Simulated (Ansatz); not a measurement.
A structure relaxed at r2SCAN-D4/def2-SVP in Ansatz, charge 0, singlet:

```tsv
atom	x (Å)	y (Å)	z (Å)
Ga1	0.5971	-1.1641	1.4680
Ga2	0.2031	1.1208	-0.1437
Ga3	-1.0232	-1.2076	-1.1649
H4	-0.3829	-2.1054	0.2693
H5	0.9041	-0.3863	-0.5429
H6	1.0409	1.8335	0.9606
H7	-0.9646	0.0977	0.5694
H8	-0.3745	1.8114	-1.4156
```

Problem. Give its formula and point group.

Solution. Ga₃H₅. Point group C2v (tolerance 0.1 Å).

Problem. Summarise the bond lengths by kind (pairs closer than 1.2 times the sum of covalent radii, bridged metal pairs left out).

Solution. 2 × Ga–Ga 2.82 Å; 6 × Ga–H 1.56 to 1.81 Å.

Another isomer (singlet) lies 0.10 eV lower at PBE0-D4/def2-TZVP; other spin states weren't run for this one.
